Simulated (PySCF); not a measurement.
C₂H₂F₃, SMILES [C](F)(CF)F, multiplicity 2. Atoms are numbered in the order given.

```xyz
7

F     -1.6350    -0.5689     0.0000
C     -0.9130     0.6164     0.0000
C      0.5534     0.3707     0.0000
F      1.0683    -0.1773     1.0935
F      1.0683    -0.1773    -1.0935
H     -1.1782     1.1944    -0.8998
H     -1.1782     1.1944     0.8998
```
Charge 0, spin multiplicity 2.

The structure is a stationary point at B3LYP-D3(BJ)/def2-SVP. The isomer is the one that the SMILES or the coordinates give; other isomers of the formula were not compared. The values are those of a single conformer.

All values below come from SMD-ωB97X/6-31G* (PySCF).

Solvation free energies are E(SMD) − E(gas) at the gas-phase geometry, for 1 M in both phases. In vacuum the dipole moment is 1.94 D.

| solvent | ΔG(solv) (kcal/mol) | its non-electrostatic (CDS) part | dipole (D) |
|---|---|---|---|
| water | 0.5 | 4.4 | 2.41 |
| 1-octanol | … | … | … |
| acetone | -2.4 | 1.2 | 2.38 |

Task: Complete the blanks. (An estimate is asked for; the answer gives what the named calculation found.)

Result: 
- 1-octanol, ΔG(solv) (kcal/mol): -1.7
- 1-octanol, its non-electrostatic (CDS) part: 1.7
- 1-octanol, dipole (D): 2.34
